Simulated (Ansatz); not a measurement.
Abridged output of a molecular run in Ansatz:

```
Functional definition: HF
1349 factors; integrals over basis functions are off by at most 1.1e-3 eV
mean field evaluation 1: about -17329.5734 eV, gradient 3.8e1 eV
mean field evaluation 2: about -17329.8025 eV, gradient 3.8e1 eV
mean field evaluation 4: about -17332.7631 eV, gradient 3.7e0 eV
mean field evaluation 8: about -17332.8177 eV, gradient 3.4e-1 eV
mean field -17332.81822358 eV, -636.9693211105 hartree, gradient 4.4e-6 eV, S^2 0.000000; 0 other end points of the search recorded, 0 dependent functions left out
9 core orbitals not correlated: weight in the atoms' cores, before any rotation towards them, 1.000 or more for the frozen orbitals, at most 0.000 for the correlated occupied ones
reference -17332.81822358 eV, -636.9693211105 hartree; 15, 15 occupied and 198, 198 virtual orbitals, 1349 factors
second order -25.20520485 eV of doubles, -0.00000000 eV of singles
cycle   1  -25.48010782 eV  change   -2.7e-1 eV  update   1.0e-1
cycle   2  -26.04565012 eV  change   -5.7e-1 eV  update   3.0e-2
cycle   3  -26.17278013 eV  change   -1.3e-1 eV  update   1.6e-2
cycle   4  -26.15848308 eV  change    1.4e-2 eV  update   3.5e-3
cycle   5  -26.15689219 eV  change    1.6e-3 eV  update   1.5e-3
cycle   6  -26.15746055 eV  change   -5.7e-4 eV  update   4.3e-4
cycle   7  -26.15712056 eV  change    3.4e-4 eV  update   1.4e-4
cycle   8  -26.15707948 eV  change    4.1e-5 eV  update   4.6e-5
cycle   9  -26.15710499 eV  change   -2.6e-5 eV  update   1.6e-5
perturbative correction -0.97852365 eV, -0.0359600810 hartree
Total energy: -17359.95385222 eV, -637.9665370699 hartree
```

Its atoms:

Z-matrix (Å, degrees):
```
C
O 1 1.417
H 1 1.091 2 108.6
H 1 1.091 2 108.6 3 118.3
H 1 1.091 2 111.9 3 -120.9
B 2 1.342 1 123.0 3 120.9
S 6 1.814 2 118.0 1 -180.0
F 6 1.335 2 121.6 1 -0.0
H 7 1.342 6 94.7 2 -180.0
```

Q: Which basis set was used?
A. def2-SVPD
B. cc-pV(Q+d)Z
C. cc-pV(D+d)Z
D. def2-TZVPP

A: D. It gives 222 functions.

Q: Write the keys of the input that set method, charge and spin (a neutral closed shell needs none for the last two).

A: 
```yaml
correlation: {method: ccsd_t}
```
